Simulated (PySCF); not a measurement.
C2H9AlOSi, SMILES [Al]([CH3])([O][SiH3])[CH3].

The structure is a stationary point at PBE0-D3(BJ)/def2-SVP. The isomer is the one that the SMILES or the coordinates give; other isomers of the formula were not compared. The values are those of a single conformer.

The numbers are results of TDDFT-B3LYP/def2-SVPD (PySCF), not measurements.

Vertical excitations. Isolated molecule, no solvent.

| state | energy (eV) | λ (nm) | f | main pairs |
|---|---|---|---|---|
| S1 | 5.83 | 213 | 0.000 | HOMO→LUMO+1 99 % |
| S2 | 6.02 | 206 | 0.091 | HOMO→LUMO 99 % |
| S3 | 6.81 | 182 | 0.001 | HOMO−1→LUMO 94 % |
| S4 | 6.87 | 180 | 0.028 | HOMO−2→LUMO 77 %, HOMO→LUMO+2 17 % |
| S5 | 7.04 | 176 | 0.000 | HOMO−2→LUMO+1 97 % |
| S6 | 7.19 | 173 | 0.021 | HOMO→LUMO+2 55 %, HOMO−1→LUMO+1 27 %, HOMO−2→LUMO 13 % |
| S7 | 7.20 | 172 | 0.064 | HOMO−1→LUMO+1 70 %, HOMO→LUMO+2 20 % |
| S8 | 7.53 | 165 | 0.057 | HOMO→LUMO+3 91 % |
| S9 | 7.62 | 163 | 0.114 | HOMO→LUMO+4 73 %, HOMO−3→LUMO 23 % |
| S10 | 7.85 | 158 | 0.043 | HOMO−3→LUMO 72 %, HOMO→LUMO+4 24 % |
| T1 | 5.58 | 222 | 0 | HOMO→LUMO+1 96 % |
| T2 | 5.65 | 220 | 0 | HOMO→LUMO 94 % |
| T3 | 6.62 | 187 | 0 | HOMO−1→LUMO 87 % |
| T4 | 6.63 | 187 | 0 | HOMO−2→LUMO 68 %, HOMO→LUMO+2 19 % |
Triplets are in the Tamm–Dancoff approximation, which puts them higher than full response would, so one can lie above its singlet here.
